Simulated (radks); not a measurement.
Values are calculated unless marked as measured or tabulated.
Ionisation of Li+, [He], to Li2+, 1s1, under several functionals. Dirac Kohn-Sham, spin-unpolarised, spherical densities, point nucleus; a radial shooting solver on a logarithmic mesh with Libxc functionals.

| functional | E(Li+) (hartree) | Exc (hartree) | IE (eV) | -e(HOMO) (eV) | <r> HOMO (bohr) | IE error (eV) |
|---|---|---|---|---|---|---|
| BLYP | -7.28025 | -1.68570 | 79.607 | 60.719 | 0.5788 | +3.967 |
| BP86 | -7.27727 | -1.68447 | 79.441 | 60.567 | 0.5770 | +3.801 |
| B86b exchange with PBE correlation | -7.27337 | -1.67903 | 79.446 | 60.568 | 0.5781 | +3.806 |
| OLYP | -7.28239 | -1.69038 | 79.509 | 60.627 | 0.5781 | +3.869 |
| SOGGA | -7.18184 | -1.57793 | 78.374 | 59.659 | 0.5815 | +2.734 |
| AM05 | -7.17818 | -1.57089 | 78.288 | 59.618 | 0.5825 | +2.648 |
| exchange-only B88 | -7.23255 | -1.63737 | 78.646 | 59.694 | 0.5787 | +3.006 |
| LDA (Slater exchange, Perdew-Zunger correlation) | -7.14234 | -1.52939 | 78.129 | 59.588 | 0.5848 | +2.489 |
| HCTH/407 | -7.29028 | -1.69709 | 79.629 | 60.816 | 0.5774 | +3.989 |
| LDA (Slater exchange, VWN5 correlation) | -7.14359 | -1.53080 | 78.148 | 59.605 | 0.5847 | +2.508 |

NIST Atomic Spectra Database: 75.640 eV (theoretical). Closest: LDA (Slater exchange, Perdew-Zunger correlation). The Delta-SCF values span 1.50 eV, the total energies 0.15 hartree. The highest occupied level is 1s1/2. Spin polarisation and multiplet splitting are left out, so open shells lie too high by an amount that depends on their filling.

Beside tabulated values, note that spin-unpolarised runs miss the spin-polarisation part of the exchange energy of open shells.
